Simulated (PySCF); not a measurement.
B97-3 on Pd⁻ (palladium, charge -1), [Kr] 4d10 5s1, 2S determinant. Calculation: PySCF 2.14, in x2c-QZVPPall with one added diffuse shell each of s, p, d, f, g type (14s9p8d5f3g, 143 functions); the spin-free X2C one-electron Hamiltonian (Gaussian nucleus).

```
cycle= 1 E= -5045.03895610599  delta_E= -0.0216  |g|= 0.0831  |ddm|= 0.924
cycle= 2 E= -5045.03320212307  delta_E= 0.00575  |g|= 0.185  |ddm|= 0.897
cycle= 3 E= -5045.04223807447  delta_E= -0.00904  |g|= 0.00909  |ddm|= 0.126
cycle= 4 E= -5045.04244483024  delta_E= -0.000207  |g|= 0.0107  |ddm|= 0.252
cycle= 5 E= -5045.0425333979  delta_E= -8.86e-05  |g|= 0.00169  |ddm|= 0.136
cycle= 6 E= -5045.04256553716  delta_E= -3.21e-05  |g|= 0.000727  |ddm|= 0.152
cycle= 7 E= -5045.04257266585  delta_E= -7.13e-06  |g|= 0.000344  |ddm|= 0.0876
cycle= 8 E= -5045.04257298706  delta_E= -3.21e-07  |g|= 0.000191  |ddm|= 0.00852
cycle= 9 E= -5045.042573088  delta_E= -1.01e-07  |g|= 4.87e-05  |ddm|= 0.00663
cycle= 10 E= -5045.04257309415  delta_E= -6.15e-09  |g|= 1.14e-05  |ddm|= 0.000308
cycle= 11 E= -5045.04257309532  delta_E= -1.17e-09  |g|= 2.41e-06  |ddm|= 0.00106
cycle= 12 E= -5045.04257309538  delta_E= -5.64e-11  |g|= 5.14e-07  |ddm|= 0.000288
converged SCF energy = -5045.04257309538  <S^2> = 0.75120106  2S+1 = 2.0012007
```

Highest occupied orbital energy: 0.932 eV; ⟨L²⟩ = 0.00; populations by l: s 9.00, p 18.00, d 20.00, f 0.00.

**Question.** Can this result be used?

**Answer.** With care. The calculation finished and met its thresholds. At B97-3 the highest occupied level has a positive energy, so only the finite basis holds that electron; in a semilocal or global hybrid functional this comes from self-interaction and does not mean that the real anion is unbound.
